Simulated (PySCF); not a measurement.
C₅H₁₀OSSi.
Atom-mapped SMILES: `[CH2:1]=[C:2]1[C@@H:3]([O:4][CH3:5])[Si@H:6]1[S:7][CH3:8]`

Cartesian coordinates in Å at the GFN2-xTB level; atoms count from 1:
```xyz
18
C5H10OSSi angstrom
C     -1.8647   -1.9191    0.3754
C     -0.7281   -1.4272   -0.0661
C     -0.2730   -0.2736   -0.9429
O     -0.3547    1.0314   -0.4281
C     -1.6731    1.4927   -0.2445
Si     1.1166   -1.4020   -0.2768
S      2.3649   -0.6347    1.2711
C      2.6946    1.0537    0.6556
H     -1.9004   -2.7977    1.0011
H     -2.8202   -1.4748    0.1299
H     -0.6181   -0.3319   -1.9791
H     -2.2468    1.4192   -1.1758
H     -1.5957    2.5368    0.0552
H     -2.1852    0.9254    0.5392
H      1.7840   -2.3068   -1.1904
H      3.3324    1.0007   -0.2206
H      1.7536    1.5380    0.4209
H      3.2053    1.5763    1.4576
```

Definitions: NICS(0) = −σiso at the ring centroid; NICS(1) = −σiso and NICS(1)zz = −σzz at ±1 Å along the ring normal z. Level: GIAO PBE0/pcSseg-1 (PySCF, non-relativistic, gas phase) on the GFN2-xTB geometry, one conformer.

Ring bond lengths (Å), with Mayer bond orders in brackets: C2–C3 1.519 (0.85), C3–Si6 1.910 (0.89), Si6–C2 1.857 (0.89).

Question: Give the NICS values of each ring in ppm.

Answer: 
```json
{"ring": "C2–C3–Si6", "type": "3-membered ring with Si; formal bonds all single", "NICS(0)": "-11.0", "NICS(1), two faces": "-8.4 / -4.5", "NICS(1)zz, two faces": "-15.7 / -5.6", "rms pucker (Å)": "0.00", "centre to ring atoms, mean (Å)": "1.02"}
```

Question: What can be read from them?

Answer: 
- C2–C3–Si6: mean NICS(1)zz -10.6 ppm, shielded. C3, Si6 have four or more neighbours; no verdict on aromaticity is drawn. The two faces differ by 10.1 ppm, so no symmetry operation interchanges them.

Question: What field does 14.1 T along the ring normal induce along that normal at the second NICS(1) probe listed for ring C2–C3–Si6, 1 Å off the ring?

Answer: NICSzz × B0 = -5.6 ppm × 14.1 T = -79 μT, against the applied field.

Question: List the ring angles and the Hirshfeld charges of the ring atoms.

Answer: 
- C2–C3–Si6: C2 68.1° (-0.108 e), C3 64.4° (-0.056 e), Si6 47.5° (+0.289 e); sum 180.0° against 180° for a flat convex ring.

Question: How shielded are the nuclei of the rings and their hydrogens (means over atoms taken as equivalent)?

Answer: 
| atoms | environment | σ isotropic (ppm) | principal values of the symmetric part, first atom (ppm) |
| --- | --- | --- | --- |
| C2 | fully substituted alkene carbon | 34.9 | -58.3, -21.6, 184.7 |
| C3 | sp3 carbon bound to oxygen | 123.2 | 78.5, 100.2, 190.9 |
| Si6 | SiH silicon | 440.0 | 329.2, 370.8, 620.1 |
| H11 | methine hydrogen | 27.72 | 24.0, 26.3, 32.9 |
| H15 | Si–H hydrogen | 27.17 | 21.6, 24.7, 35.2 |

The run took 17 s on an AMD EPYC 9R45 with one thread, shared host with 96 logical CPUs at a one-minute load of 9.7, and the process peaked at 0.84 GiB of memory. This is the whole shielding run at PBE0/pcSseg-1, SCF included.
